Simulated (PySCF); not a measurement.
**Choosing a basis for TDDFT**

Compound: CH7GeNSe.
SMILES: `C[Se][GeH2][NH2]`

TDDFT with PBE0 (PySCF), vertical singlets, core orbitals frozen in the response, spherical d and f functions. Geometry: PBE0-D3(BJ)/def2-SVP, one conformer, isolated molecule. The PBE0/6-31G* calculation is non-relativistic and has no spin–orbit coupling, an omission that weighs most on germanium and selenium.

| basis | functions | diffuse | S1 (eV) | S2 (eV) | S3 (eV) | S4 (eV) | S5 (eV) | LUMO (eV) | α (au) |
| --- | --- | --- | --- | --- | --- | --- | --- | --- | --- |
| 6-31G* | 106 | no | 4.86 | 5.79 | 5.97 | 6.30 | 6.61 | 0.10 | 66.9 |
| def2-SVP | 127 | no | 4.96 | 5.94 | 6.09 | 6.43 | 6.82 | 0.20 | 68.5 |
| def2-SVPD | 175 | yes | 4.68 | 5.48 | 5.77 | 5.85 | 6.06 | -0.34 | 83.1 |
| aug-cc-pVDZ | 181 | yes | 4.61 | 5.27 | 5.37 | 5.65 | 5.80 | -0.52 | 84.4 |
| def2-TZVP | 200 | no | 4.80 | 5.71 | 5.95 | 6.19 | 6.45 | -0.13 | 78.2 |
| def2-TZVPD | 248 | yes | 4.66 | 5.40 | 5.67 | 5.76 | 5.96 | -0.42 | 84.5 |

How much do these states and the polarisability depend on the basis?

States are compared by their number. Against the largest diffuse basis here (def2-TZVPD, itself not a converged limit), sets without diffuse functions differ by up to 0.30 eV in S1 and 0.87 eV in S5; the smaller diffuse sets differ by up to 0.05 and 0.16 eV. State by state, the largest deviation of a set without diffuse functions is S1 0.30, S2 0.54, S3 0.42, S4 0.68, S5 0.87 eV. The same number needn't mean the same state in each row. Against def2-TZVPD the polarisability deviates by -21% in 6-31G*, -19% in def2-SVP, -2% in def2-SVPD, 0% in aug-cc-pVDZ, -7% in def2-TZVP.

Without π bonds the low states may be Rydberg-like; a valence basis with one diffuse set may place them up to an eV too high.
